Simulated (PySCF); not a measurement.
# Dipole response of C (carbon, neutral)

[He] 2s1 2p3, high-spin 5S determinant (an excited configuration). Computed with PySCF 2.14 in x2c-TZVPPall with one added diffuse shell each of s, p, d type (6s4p3d1f, 40 functions), with the spin-free X2C one-electron Hamiltonian (Gaussian nucleus). Coupled (time-dependent) response in atomic units; α is the mean over directions.

```csv
method,mean α (bohr³),C₆ (like pair),S(−4)
UHF,8.687,30.96,36.92
PBE,11.26,42.74,77.02
PBE0,10.32,38.33,59.90
BHandHLYP,9.802,35.86,52.14
revPBE,11.22,42.56,76.48
```

S(−4) is the Cauchy moment in α(ω) = α(0) + S(−4) ω² + …

α(iu) at revPBE:

```
u (hartree)  α(iu) (bohr³)
          0          11.22
     0.0500          11.03
      0.100          10.53
      0.200          9.019
      0.300          7.446
      0.500          5.025
      0.750          3.249
       1.00          2.250
       1.50          1.248
       2.00         0.7862
       3.00         0.3915
       5.00         0.1551
```
